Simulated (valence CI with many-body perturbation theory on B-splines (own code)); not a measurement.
**Which ion has this spectrum?**

A relativistic CI+MBPT calculation for an atom or ion with 14 electrons gives these levels (× 10³ cm⁻¹):

| J | Parity | E | g |
| --- | --- | --- | --- |
| 0 | even | 0.00 |  |
| 1 | even | 1276.8 | 1.49 |
| 2 | even | 1339.4 | 1.17 |
| 2 | odd | 2326.8 | 1.56 |
| 1 | odd | 2517.6 | 1.02 |
| 2 | even | 2662.0 | 1.31 |
| 2 | odd | 2724.9 | 0.76 |
| 0 | even | 2797.5 |  |
| 1 | odd | 2997.7 | 0.88 |
| 2 | odd | 3140.9 | 1.32 |
| 3 | odd | 3150.5 | 1.12 |
| 2 | odd | 3582.2 | 1.49 |
| 3 | odd | 3686.2 | 1.31 |
| 0 | odd | 3764.6 |  |

The energies are calculated, and their last digits are not significant.

Which is it?
A. Gd50+
B. Tb51+
C. Eu49+
D. Dy52+

C. Eu49+, ground level (3s^2 3p1/2^2) J=0.
